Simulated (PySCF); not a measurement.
C6H8Cl2Si2, SMILES [SiH2](c1ccc(cc1)[SiH2]Cl)Cl. Heavy atoms are numbered as in [SiH2:1]([Cl:2])[c:3]1[cH:4][cH:5][c:6]([SiH2:9][Cl:10])[cH:7][cH:8]1. Hydrogens are named by the atom that carries them.

The structure is a stationary point at B3LYP-D3(BJ)/def2-SVP. The values are those of a single conformer.

All values below come from r2SCAN/def2-SVP in PySCF.

ESP charges are fitted to the potential on shells at 1.4 to 2.0 van der Waals radii. Atomic charges (e), one atom of each kind:

```
atom        ESP fit  Mulliken  meta-Löwdin
----------  -------  --------  -----------
Si1 (SiH2)     0.20      0.62         0.67
Cl2           -0.16     -0.28          ___
C3             0.04     -0.23          ___
C4 (CH)       -0.14      0.00        -0.09
H on Si1      -0.03     -0.08          ___
H on C4        0.14      0.02         0.11
```

### Question
Complete the blanks. (An estimate is asked for; the answer gives what the named calculation found.)

### Answer

- Cl2, meta-Löwdin: -0.29
- C3, meta-Löwdin: -0.22
- H on Si1, meta-Löwdin: -0.10

### Question
Give the Mayer and Wiberg (Löwdin basis) orders of the bonds. (Estimate from the structure and the level; the computed values follow.)

### Answer

| bond | Mayer | Wiberg |
|---|---|---|
| Si1–Cl2 | 1.07 | 1.29 |
| Si1–C3 | 0.94 | 0.98 |
| C3–C4 | 1.35 | 1.44 |
| C4–C5 | 1.40 | 1.48 |
| C5–C6 | 1.35 | 1.44 |
| C6–C7 | 1.35 | 1.44 |
| C3–C8 | 1.35 | 1.44 |
| C7–C8 | 1.40 | 1.48 |
| C6–Si9 | 0.94 | 0.98 |
| Si9–Cl10 | 1.07 | 1.29 |
